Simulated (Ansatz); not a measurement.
Cost and result for the atomization energy of `CC#[N+][Cu-][NH2]` (10 atoms, 9 bonds).

Cartesian coordinates in Å:
```
C -1.946 1.613 -0.930
C -0.879 0.769 -0.447
N -0.032 0.097 -0.063
Cu 1.303 -0.986 0.559
N 2.712 -1.990 1.121
H -2.760 0.998 -1.319
H -2.327 2.231 -0.115
H -1.578 2.262 -1.726
H 2.810 -2.044 2.128
H 2.698 -2.949 0.792
```

Charge 0, multiplicity 1. For Cu the d shell is correlated and the shells below it are frozen. Scalar relativity is left out up to krypton. The geometry is a stationary point of PBE0-D4/def2-TZVP. It is one conformer, not always the lowest. Program: Ansatz. All runs use 4 threads of an Intel Xeon 6975P-C on a shared host. Times are those of one run each, without the atoms' runs, and a repeat can differ threefold. Electronic energies, without spin–orbit coupling; frozen cores. CCSD(T)/CBS adds CCSD(T) − MP2 in def2-TZVPP to the MP2 limit, and its time is that of the two runs behind it. T1 = 0.024. With those shells the extrapolation isn't a true limit. B3LYP takes the VWN-RPA correlation (the form of Gaussian; ORCA's B3LYP/G). HSE06 is the plane-wave form, built on full-range PBE exchange.

CCSD(T)/CBS is a level of theory with its own doubt, some kJ/mol a heavy atom from the limit and from the frozen cores, so smaller differences don't rank the functionals.

| level | functions | wall time | atomization (kJ/mol) | difference from CCSD(T)/CBS | per bond |
| --- | --- | --- | --- | --- | --- |
| revPBE-D4/def2-TZVPP | 258 | 1.3 s | 3769.2 | 27.9 | 3.1 |
| PBE-D4/def2-TZVPP (with forces) | 258 | 1.7 s | 3888.2 | 146.9 | 16.3 |
| PBE0-D4/def2-TZVPP | 258 | 1.9 s | 3739.9 | -1.4 | -0.2 |
| HSE06-D4/def2-TZVPP | 258 | 2 s | 3742.7 | 1.4 | 0.2 |
| r2SCAN-D4/def2-TZVPP (with forces) | 258 | 2.5 s | 3759.0 | 17.7 | 2.0 |
| r2SCANh-D4/def2-TZVPP | 258 | 2.6 s | 3708.8 | -32.5 | -3.6 |
| B3LYP-D4/def2-TZVPP (with forces) | 258 | 2.7 s | 3751.3 | 10.0 | 1.1 |
| CCSD(T)/def2-SVP | 112 | 4.1 s | 3495.2 | -246.1 | -27.3 |
| ωB97X-V/def2-TZVPP | 258 | 4.1 s | 3741.5 | 0.2 | 0.0 |
| B97M-V/def2-TZVPP | 258 | 4.4 s | 3750.0 | 8.7 | 1.0 |
| MP2/def2-QZVPP | 478 | 13 s | 3803.4 | 62.1 | 6.9 |
| CCSD(T)/def2-TZVPP | 258 | 57 s | 3619.7 | -121.6 | -13.5 |
| CCSD(T)/CBS(def2) | – | 70 s | 3741.3 | 0.0 | 0.0 |

From PBE to PBE0 (25 % exact exchange), in def2-TZVPP and without D4, the atomization energy moves by −145.7 kJ/mol: exact exchange takes away binding that semilocal exchange gives to molecules. In def2-TZVPP, CCSD(T) changes the Hartree–Fock value by +1175.1 kJ/mol (the triples alone add +89.3 kJ/mol) and MP2 by +1285.8 kJ/mol; breaking electron pairs costs correlation energy, which Hartree–Fock lacks. The D4 term adds +26.0 kJ/mol with B3LYP and +13.6 kJ/mol with PBE0; it sums over pairs of atoms, weighted by their polarisabilities, and B3LYP, whose exchange is more repulsive, gets the larger term.
